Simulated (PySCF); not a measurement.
Diatomics of Se with the alkaline earths

PBE0 with triple-zeta basis sets in PySCF, for the lowest determinant that a PBE0 search found; no spin–orbit coupling. De refers to high-spin ground-configuration atoms. A positive dipole means M(−)Se(+).

```
 M         basis  state (unpaired electrons)  Re (Å)  ωe (cm⁻¹)  De (eV)   μ (D)
Be    def2-TZVPP      singlet (closed shell)   1.868        860     2.94   -4.98
Mg  x2c-TZVPPall      singlet (closed shell)   2.252        433     1.83   -7.28
Ca    def2-TZVPP      singlet (closed shell)   2.435        370     3.25  -10.46
Sr    def2-TZVPP      singlet (closed shell)   2.563        282     3.27  -10.96
Ba  x2c-TZVPPall      singlet (closed shell)   2.640        261     4.16  -10.78
```

The shortest bond is that of BeSe (1.868 Å), the longest that of BaSe (2.640 Å). BaSe is bound most strongly (4.16 eV) and MgSe least (1.83 eV).

The rows differ in basis set, which adds steps of its own.

Down a group the atoms grow and get heavier, so bonds lengthen and wavenumbers fall; this series shows no clear exception.

Spin–orbit coupling is left out, which matters for elements this heavy, above all for dissociation energies.
